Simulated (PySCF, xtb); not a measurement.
C2H6BFO2, SMILES OB(OC)CF.

GFN2-xTB in xtb 6.7.1 at its own geometry gives an orbital gap of 7.01 eV and a dipole moment of 1.64 D.

The structure is a stationary point at PBE-D3(BJ)/def2-SVP. The structure was generated by enumeration, and PubChem lists no compound with its InChIKey, so it may never have been made. Other conformers were not sampled.

Task: What does M06-2X/def2-TZVP (PySCF) give? (Estimate from the structure and the level; the computed values follow.)

Result: gap 11.50 eV (levels -10.24 and 1.26 eV), dipole 1.02 D.
